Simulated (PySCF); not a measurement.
## Dipole moment and polarisability of `C[N](C)[GeH2][N]([SiH3])[SiH3]`

C₂H₁₄GeN₂Si₂.
Cartesian coordinates in Å at the PBE0-D3(BJ)/def2-SVP level; atoms count from 1:
```
atom  x, y, z in Å
C1    -0.8329    1.1907    1.0930
N2    -0.6740    0.1007    0.1646
C3    -1.3472   -1.1106    0.5584
Ge4    0.8605   -0.0132   -0.8197
N5     2.3408   -0.5860    0.1708
Si6    2.6515   -2.2976    0.3523
Si7    3.2100    0.5711    1.1534
H8    -1.9024    1.4421    1.2199
H9    -0.3281    2.0961    0.7208
H10   -0.4275    0.9721    2.1038
H11   -0.9782   -1.5280    1.5192
H12   -1.2286   -1.8900   -0.2107
H13   -2.4321   -0.9321    0.6769
H14    0.6298   -1.0714   -1.9076
H15    1.1827    1.4024   -1.3181
H16    4.1241   -2.5368    0.4573
H17    2.0110   -2.8796    1.5766
H18    2.1055   -3.0210   -0.8362
H19    4.6689    0.2425    1.1676
H20    2.7399    0.5942    2.5768
H21    3.0061    1.9372    0.5815
```

Level: CAM-B3LYP/def2-SVPD (PySCF), static field, nuclei fixed, core orbitals frozen in the response. The polarisability tensor in these axes (au):

```
x   130.43  -2.20   1.79
y    -2.20 124.55   3.11
z     1.79   3.11 112.53
```

Question: What are the eigenvalues, a third of the trace, and Δα (Δα² = ½Σ(αi − αj)² over the three pairs)?

Answer: Principal values 111.50, 124.82 and 131.19 au; mean 122.50 au = 18.15 Å³ = 20.20 × 10⁻⁴⁰ C²·m²/J; Δα = 17.41 au (14 % of the mean).

Question: What is the dipole moment, and where does it point?

Answer: (-0.81, 0.20, -0.07) D, 0.84 D in size, pointing from the negative to the positive side. Measured along this direction, the outermost atoms are H16 and H19 at the negative end and H8 and H13 at the positive end.

Question: Along which axes do the principal values lie, and how far do the nuclei extend along each?

Answer: Largest value along (0.95, -0.30, 0.04), where the nuclei span 6.90 Å; middle along (0.27, 0.92, 0.27), 5.21 Å; least along (-0.12, -0.25, 0.96), 3.76 Å. The response follows the extents in order.

Question: Find the Langevin capture rate constant for H3+ (3.023 u) meeting this molecule (195.991 u), k = 2.342 × 10⁻⁹ cm³/s × √(α in Å³ / reduced mass in u).

Answer: The reduced mass is 2.98 u, so k = 5.78 × 10⁻⁹ cm³/s. The formula leaves out the permanent dipole, which adds to the capture rate.

Question: Estimate the molar refractivity from the static electronic polarisability.

Answer: Lorentz–Lorenz: R = (4π/3)N_A α = 2.5225 cm³/(mol·Å³) × 18.15 Å³ = 45.8 cm³/mol, in the limit of long wavelengths.

The structure is a single PBE0-D3(BJ)/def2-SVP conformer in the gas phase; no vibrational or solvent corrections. The calculation is non-relativistic, for germanium too.
